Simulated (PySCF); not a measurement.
Computed vibrations of PtH4(NH3)

PtH4(NH3) (singlet). PySCF 2.14.0, RKS PBE0, Pt def2-SVP with ECP60, H def2-SVP, N def2-SVP; non-relativistic Hamiltonian with scalar-relativistic core potentials where named; density fitting; no spin-orbit coupling. Central differences of gradients.

```xyz
9

Pt    0.0000    0.1495    0.0454
H     0.0000    1.4664    0.9564
H     1.6601    0.1523    0.0445
H     0.0000    1.7508    0.0105
H    -1.6601    0.1523    0.0445
N     0.0000   -1.8592   -0.5591
H    -0.8293   -2.3593   -0.2408
H     0.0000   -1.8892   -1.5805
H     0.8293   -2.3593   -0.2408
```

Run from Python with OMP_NUM_THREADS=2. Where DIIS fails, smearing, a level shift and second-order steps follow.
It took 70 s on 2 threads of Arm Neoverse V1, with other jobs on the host.

Question: What are the harmonic wavenumbers and infrared intensities?

Answer: Modes are labelled in Cs; negative numbers are unstable modes, those under 60 cm⁻¹ near the noise; a finer grid moves soft modes by up to 10 cm⁻¹.
| cm⁻¹ | km/mol | symmetry |
| --- | --- | --- |
| -439 | – | a'' |
| -30 | – | a'' |
| 424 | 38.9 | a'' |
| 424 | 18.5 | a' |
| 431 | 9.2 | a' |
| 698 | 11.3 | a' |
| 717 | 112.3 | a'' |
| 773 | 3.5 | a'' |
| 859 | 12.1 | a' |
| 942 | 17.4 | a' |
| 1088 | 95.6 | a' |
| 1246 | 104.4 | a' |
| 1620 | 29.8 | a'' |
| 1627 | 28.3 | a' |
| 1714 | 1107.5 | a'' |
| 2092 | 0.0 | a' |
| 2304 | 7.3 | a' |
| 2483 | 13.3 | a' |
| 3506 | 28.0 | a' |
| 3616 | 66.0 | a' |
| 3637 | 60.7 | a'' |

Question: Is this a minimum?

Answer: No: 2 unstable; the lowest moves the atoms so:
```
Pt   0.00  0.00  0.00
H    0.69  0.00  0.00
H    0.00 -0.06  0.20
H   -0.66  0.00  0.00
H    0.00  0.06 -0.20
N    0.00  0.00  0.00
H    0.01 -0.01  0.01
H   -0.01  0.00  0.00
H    0.01  0.01 -0.01
```
